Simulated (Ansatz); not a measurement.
Born–Oppenheimer molecular dynamics of CH$_{5}$OSSi (9 atoms, charge 1, multiplicity 1). It goes on from the last frame of an earlier run, with new velocities.

The calculation used Ansatz 0.2.0, UKS PBE-D4/STO-3G.

```yaml
ensemble: NVT, Langevin thermostat
time_step: 2.5 fs
steps_asked: 40
set_temperature: 400 K
friction: 0.05 /fs
seed: 980937
```

First frame:

```xyz
9
Properties=species:S:1:pos:R:3
Si -0.192 1.072 -1.229
O 0.181 -0.674 -0.386
C 0.213 -0.533 0.947
S -0.121 -1.575 2.311
H 0.438 1.963 -0.415
H 0.460 0.786 -2.691
H -1.568 0.988 -1.206
H 0.207 0.508 1.481
H -0.091 -2.724 1.465
```

Q: How far do the bonds stretch over the last three quarters of this one trajectory? (Pairs bonded in most of those frames.)

A: 
```json
{"bond": "Si1–O2", "mean (Å)": "1.826", "spread (Å)": "0.023", "shortest": "1.79", "longest": "1.87"}
{"bond": "Si1–H5", "mean (Å)": "1.461", "spread (Å)": "0.040", "shortest": "1.40", "longest": "1.54"}
{"bond": "Si1–H6", "mean (Å)": "1.461", "spread (Å)": "0.046", "shortest": "1.37", "longest": "1.54"}
{"bond": "Si1–H7", "mean (Å)": "1.463", "spread (Å)": "0.046", "shortest": "1.38", "longest": "1.57"}
{"bond": "O2–C3", "mean (Å)": "1.325", "spread (Å)": "0.021", "shortest": "1.30", "longest": "1.37"}
{"bond": "C3–S4", "mean (Å)": "1.732", "spread (Å)": "0.036", "shortest": "1.67", "longest": "1.80"}
{"bond": "C3–H8", "mean (Å)": "1.135", "spread (Å)": "0.058", "shortest": "1.04", "longest": "1.22"}
{"bond": "S4–H9", "mean (Å)": "1.387", "spread (Å)": "0.030", "shortest": "1.34", "longest": "1.43"}
```

Mean temperature of the second half: 422 K. A step of 2.5 fs is long for free X–H stretches (periods near 10 fs) and can bias their spread and the temperature. A run of 0.1 ps of so small a system gives no equilibrium averages. Limits of this set-up: minimal basis, the dipole of an ion depends on the origin.

Time of the run: 91 s on 1 thread of Intel(R) Xeon(R) Platinum 8488C (Sapphire Rapids), with other jobs on the host, peak memory 0.12 GiB.
